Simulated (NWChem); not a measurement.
System: C3H6O2; SMILES O(C)CC=O

Excerpt of the output:

```
             Northwest Computational Chemistry Package (NWChem) 7.3.0
             --------------------------------------------------------

 C1  symmetry detected

                             Geometry "geometry" -> ""
                             -------------------------

 Output coordinates in angstroms (scale by  1.889725989 to convert to a.u.)

  No.       Tag          Charge          X              Y              Z
 ---- ---------------- ---------- -------------- -------------- --------------
    1 C                    6.0000    -0.71119548    -1.80403555     0.14513326
    2 O                    8.0000     0.49985306    -1.21044852    -0.29020967
    3 C                    6.0000     0.73238897     0.05378784     0.28543236
    4 C                    6.0000    -0.09576078     1.15709656    -0.36718230
    5 O                    8.0000    -0.29138909     2.24024063     0.13406649
    6 H                    1.0000    -0.70903659    -1.96625099     1.23416199
    7 H                    1.0000    -0.79183412    -2.76899376    -0.36069515
    8 H                    1.0000    -1.59091936    -1.19372650    -0.11236346
    9 H                    1.0000     1.79115636     0.29020549     0.11212668
   10 H                    1.0000     0.56326928     0.06598101     1.37377426
   11 H                    1.0000    -0.48294365     0.89335486    -1.37815887

 Effective nuclear repulsion energy (a.u.)     174.4889694776

  pbe96 is a nonlocal functional; adding pw91lda local functional.

                                 NWChem DFT Module
                                 -----------------

 Summary of "ao basis" -> "ao basis" (spherical)
 ------------------------------------------------------------------------------
       Tag                 Description            Shells   Functions and Types
 ---------------- ------------------------------  ------  ---------------------
 C                         def2-tzvp                11       31   5s3p2d1f
 O                         def2-tzvp                11       31   5s3p2d1f
 H                         def2-tzvp                 4        6   3s1p

            General Information
            -------------------
          SCF calculation type: DFT
          Wavefunction type:  closed shell.
          No. of atoms     :    11
          No. of electrons :    40
           Alpha electrons :    20
            Beta electrons :    20
          Charge           :     0
          Spin multiplicity:     1
          Use of symmetry is: off; symmetry adaption is: off
          Maximum number of iterations: 150
          AO basis - number of functions:   191
                     number of shells:    79
          Convergence on energy requested:  1.00D-06
          Convergence on density requested:  1.00D-05
          Convergence on gradient requested:  5.00D-04

              XC Information
              --------------
          PerdewBurkeErnzerhof Exchange Functional  1.000
            Perdew 1991 LDA Correlation Functional  1.000 local
           PerdewBurkeErnz. Correlation Functional  1.000 non-local

             Grid Information
             ----------------
          Grid used for XC integration:  medium
          Radial quadrature: Mura-Knowles
          Angular quadrature: Lebedev.
          Tag              B.-S. Rad. Rad. Pts. Rad. Cut. Ang. Pts.
          ---              ---------- --------- --------- ---------
          C                   0.70       49          11.0       434
          O                   0.60       49          13.0       434
          H                   0.35       45          11.0       434
          Grid pruning is: on
          Number of quadrature shells:   515
          Spatial weights used:  Erf1

      Superposition of Atomic Density Guess
      -------------------------------------

 Sum of atomic energies:        -265.58145431

      Non-variational initial energy
      ------------------------------

 Total energy =    -268.084496
 1-e energy   =    -706.681346
 2-e energy   =     264.107880
 HOMO         =      -0.302860
 LUMO         =      -0.035228

------------------------------------------------------------
EAF file 0: "./job.aoints.0" size=738197504 bytes
------------------------------------------------------------
               write      read    awrite     aread      wait
               -----      ----    ------     -----      ----
     calls:     1408         0         0         0         0
   data(b): 7.38e+08  0.00e+00  0.00e+00  0.00e+00
   time(s): 0.00e+00  0.00e+00  0.00e+00  0.00e+00  0.00e+00
rate(mb/s): 0.00e+00  0.00e+00
------------------------------------------------------------

     ---------------------------------------------
      Total Density - Mulliken Population Analysis
     ---------------------------------------------

    Atom       Charge   Shell Charges
 -----------   ------   -------------------------------------------------------
    1 C    6     6.18   0.86  1.12  0.54  0.65  0.13  1.14  1.27  0.38  0.02  0.06  0.01
    2 O    8     8.49   0.79  1.18  0.59  0.95  0.24  1.93  2.11  0.67  0.00  0.03  0.00
    3 C    6     5.98   0.86  1.12  0.54  0.65  0.08  1.11  1.22  0.29  0.02  0.08  0.01
    4 C    6     5.42   0.86  1.12  0.55  0.61  0.14  0.94  0.88  0.18  0.04  0.08  0.01
    5 O    8     8.74   0.79  1.18  0.61  0.96  0.29  2.00  2.10  0.78  0.00  0.02  0.00
    6 H    1     0.86   0.25  0.45  0.14  0.02
    7 H    1     0.85   0.25  0.46  0.13  0.02
    8 H    1     0.86   0.25  0.45  0.14  0.02
    9 H    1     0.84   0.24  0.45  0.14  0.02
   10 H    1     0.87   0.24  0.45  0.16  0.02
   11 H    1     0.91   0.24  0.47  0.18  0.02

   convergence    iter        energy       DeltaE   RMS-Dens  Diis-err
 ---------------- ----- ----------------- --------- --------- ---------
 d= 0,ls=0.0,diis     1   -267.9782975357 -4.42D+02  1.53D-02  1.62D+00
 d= 0,ls=0.0,diis     2   -267.1852862288  7.93D-01  1.31D-02  9.19D+00
 d= 0,ls=0.0,diis     3   -268.1113517082 -9.26D-01  2.85D-03  2.33D-01
 d= 0,ls=0.0,diis     4   -268.1180347357 -6.68D-03  1.42D-03  1.60D-01
 d= 0,ls=0.0,diis     5   -268.1316668474 -1.36D-02  3.01D-04  6.75D-03
  Resetting Diis
 d= 0,ls=0.0,diis     6   -268.1322027348 -5.36D-04  1.34D-04  6.27D-04
 d= 0,ls=0.0,diis     7   -268.1322781578 -7.54D-05  3.66D-05  1.79D-05
 d= 0,ls=0.0,diis     8   -268.1322718918  6.27D-06  2.85D-05  8.35D-05
 d= 0,ls=0.0,diis     9   -268.1322797238 -7.83D-06  8.99D-06  5.35D-06
 d= 0,ls=0.0,diis    10   -268.1322802030 -4.79D-07  2.38D-06  4.33D-07

         Total DFT energy =     -268.132280202998
      One electron energy =     -710.454437742026
           Coulomb energy =      303.176162142241
    Exchange-Corr. energy =      -35.342974080821
 Nuclear repulsion energy =      174.488969477608

 Numeric. integr. density =       40.000001421534

                       DFT Final Molecular Orbital Analysis
                       ------------------------------------

 Vector   18  Occ=2.000000D+00  E=-2.977649D-01
              MO Center=  2.9D-01, -8.7D-01, -7.6D-02, r^2= 2.7D+00
   Bfn.  Coefficient  Atom+Function         Bfn.  Coefficient  Atom+Function
  ----- ------------  ---------------      ----- ------------  ---------------
    37      0.233922   2 O  px               39     -0.191803   2 O  pz
    40      0.190554   2 O  px               42     -0.154630   2 O  pz
    38     -0.152295   2 O  py               35      0.138016   2 O  s
     6     -0.135867   1 C  px               70      0.134161   3 C  pz
    43      0.129315   2 O  px               36      0.125629   2 O  s

 Vector   19  Occ=2.000000D+00  E=-2.518472D-01
              MO Center=  5.4D-02, -3.1D-01, -4.5D-02, r^2= 3.5D+00
   Bfn.  Coefficient  Atom+Function         Bfn.  Coefficient  Atom+Function
  ----- ------------  ---------------      ----- ------------  ---------------
    39      0.318939   2 O  pz               42      0.262962   2 O  pz
   132      0.215371   5 O  pz               45      0.197814   2 O  pz
   135      0.174178   5 O  pz               98      0.153377   4 C  s
    37      0.140207   2 O  px               67     -0.140887   3 C  s
   138      0.123534   5 O  pz               40      0.117068   2 O  px

 Vector   20  Occ=2.000000D+00  E=-2.121658D-01
              MO Center= -3.5D-02,  8.6D-01, -8.8D-02, r^2= 3.4D+00
   Bfn.  Coefficient  Atom+Function         Bfn.  Coefficient  Atom+Function
  ----- ------------  ---------------      ----- ------------  ---------------
    67      0.342129   3 C  s               132     -0.273562   5 O  pz
   135     -0.222537   5 O  pz              188     -0.219809  11 H  s
   130     -0.180192   5 O  px              138     -0.166412   5 O  pz
   133     -0.146967   5 O  px              187     -0.143761  11 H  s
    38     -0.140661   2 O  py               39      0.139135   2 O  pz

 Vector   21  Occ=0.000000D+00  E=-8.387617D-02
              MO Center= -7.9D-02,  1.3D+00, -1.8D-01, r^2= 2.1D+00
   Bfn.  Coefficient  Atom+Function         Bfn.  Coefficient  Atom+Function
  ----- ------------  ---------------      ----- ------------  ---------------
   102      0.310621   4 C  px               99      0.305279   4 C  px
   105      0.303761   4 C  px              136     -0.282499   5 O  px
   176     -0.276253   9 H  s               130     -0.270078   5 O  px
   182      0.254673  10 H  s               133     -0.215715   5 O  px
   106      0.178659   4 C  py              104     -0.158700   4 C  pz

 Vector   22  Occ=0.000000D+00  E= 1.904971D-02
              MO Center= -1.1D-01, -1.0D+00,  7.0D-01, r^2= 6.2D+00
   Bfn.  Coefficient  Atom+Function         Bfn.  Coefficient  Atom+Function
  ----- ------------  ---------------      ----- ------------  ---------------
    67      2.657501   3 C  s                 5      2.382653   1 C  s
   182     -1.477101  10 H  s               158     -1.306535   6 H  s
    98     -1.099208   4 C  s               164     -1.102394   7 H  s
   170     -1.057421   8 H  s               176     -0.861480   9 H  s
    75      0.786731   3 C  py              107     -0.607242   4 C  pz

 Vector   23  Occ=0.000000D+00  E= 3.586399D-02
              MO Center= -8.6D-01, -7.1D-01, -2.4D-01, r^2= 6.4D+00
   Bfn.  Coefficient  Atom+Function         Bfn.  Coefficient  Atom+Function
  ----- ------------  ---------------      ----- ------------  ---------------
     5      2.512289   1 C  s                67     -1.672934   3 C  s
   170     -1.440695   8 H  s                98      1.418898   4 C  s
   188     -1.237496  11 H  s                36     -1.051068   2 O  s
   106     -0.731803   4 C  py              158     -0.701134   6 H  s
   164     -0.637165   7 H  s               182      0.540237  10 H  s

------------------------------------------------------------
EAF file 0: "./job.aoints.0" size=965738496 bytes
------------------------------------------------------------
               write      read    awrite     aread      wait
               -----      ----    ------     -----      ----
     calls:     1842         9         0     16569     16569
   data(b): 9.66e+08  4.72e+06  0.00e+00  8.69e+09
   time(s): 0.00e+00  0.00e+00  0.00e+00  0.00e+00  0.00e+00
rate(mb/s): 0.00e+00  0.00e+00
------------------------------------------------------------

     ---------------------------------------------
      Total Density - Mulliken Population Analysis
     ---------------------------------------------

    Atom       Charge   Shell Charges
 -----------   ------   -------------------------------------------------------
    1 C    6     6.24   0.85  1.12  0.53  0.64  0.11  1.31  1.20  0.37  0.02  0.07  0.01
    2 O    8     8.25   0.79  1.18  0.59  0.92  0.29  1.90  1.88  0.67  0.00  0.04  0.00
    3 C    6     5.97   0.85  1.12  0.52  0.65 -0.03  1.31  1.16  0.25  0.02  0.09  0.01
    4 C    6     5.98   0.86  1.11  0.56  0.59  0.15  1.26  1.02  0.25  0.04  0.12  0.01
    5 O    8     8.22   0.79  1.18  0.62  0.91  0.31  1.88  1.76  0.74  0.00  0.03  0.00
    6 H    1     0.88   0.28  0.47  0.12  0.02
    7 H    1     0.86   0.28  0.47  0.09  0.02
    8 H    1     0.88   0.28  0.47  0.12  0.02
    9 H    1     0.87   0.27  0.47  0.10  0.02
   10 H    1     0.91   0.27  0.47  0.15  0.02
   11 H    1     0.93   0.27  0.47  0.16  0.02

     -------------------------------------------
      Total Density - Lowdin Population Analysis
     -------------------------------------------

    Atom       Charge   Shell Charges
 -----------   ------   -------------------------------------------------------
    1 C    6     6.36   0.91  1.04  0.39  0.36  0.18  1.13  1.34  0.57  0.03  0.37  0.05
    2 O    8     7.84   0.87  1.09  0.52  0.53  0.27  1.74  1.84  0.86  0.00  0.11  0.01
    3 C    6     6.34   0.91  1.04  0.37  0.33  0.17  1.12  1.30  0.52  0.04  0.47  0.07
    4 C    6     6.31   0.91  1.04  0.39  0.34  0.18  1.08  1.17  0.48  0.06  0.57  0.09
    5 O    8     7.86   0.87  1.09  0.53  0.59  0.34  1.72  1.78  0.87  0.00  0.07  0.01
    6 H    1     0.90   0.26  0.40  0.17  0.06
    7 H    1     0.88   0.26  0.40  0.16  0.06
    8 H    1     0.90   0.26  0.40  0.17  0.06
    9 H    1     0.85   0.25  0.38  0.15  0.06
   10 H    1     0.87   0.25  0.39  0.17  0.06
   11 H    1     0.89   0.25  0.40  0.18  0.06

     Multipole analysis of the density
     ---------------------------------

     L   x y z        total         alpha         beta         nuclear
     -   - - -        -----         -----         ----         -------
     0   0 0 0      0.000000    -20.000000    -20.000000     40.000000

     1   1 0 0     -0.062175     -0.031087     -0.031087      0.000000
     1   0 1 0     -0.795433     -0.397717     -0.397717      0.000000
     1   0 0 1      0.041035      0.020518      0.020518     -0.000000

     2   2 0 0    -21.794090    -40.190072    -40.190072     58.586054
     2   1 1 0      2.811068     -3.626847     -3.626847     10.064761
     2   1 0 1      0.492334     -0.829518     -0.829518      2.151370
     2   0 2 0    -27.361254   -180.259844   -180.259844    333.158434
     2   0 1 1     -1.638869      1.353217      1.353217     -4.345302
     2   0 0 2    -22.378834    -24.950058    -24.950058     27.521282
```

Level: PBE/def2-TZVP. Coordinates come from a B3LYP/6-31G* (spherical d) optimisation.

### Question
Write an input that gives this output.

### Answer
Several could match; the one computed here: the input that was run:
```
start job
memory heap 200 mb stack 900 mb global 1100 mb
geometry units angstroms noautoz
  C     -0.711165    -1.801086     0.151957
  O      0.493851    -1.208846    -0.301580
  C      0.736143     0.055385     0.270036
  C     -0.100550     1.159248    -0.370635
  O     -0.287656     2.242775     0.133034
  H     -0.692972    -1.962884     1.240898
  H     -0.800249    -2.766160    -0.352231
  H     -1.594029    -1.190020    -0.092676
  H      1.792445     0.290705     0.080914
  H      0.583235     0.068162     1.360767
  H     -0.502976     0.895494    -1.375638
end
basis spherical
  * library def2-tzvp
end
dft
  xc xpbe96 cpbe96
  iterations 150
  semidirect filesize 400000000
  mulliken
end
task dft energy
```
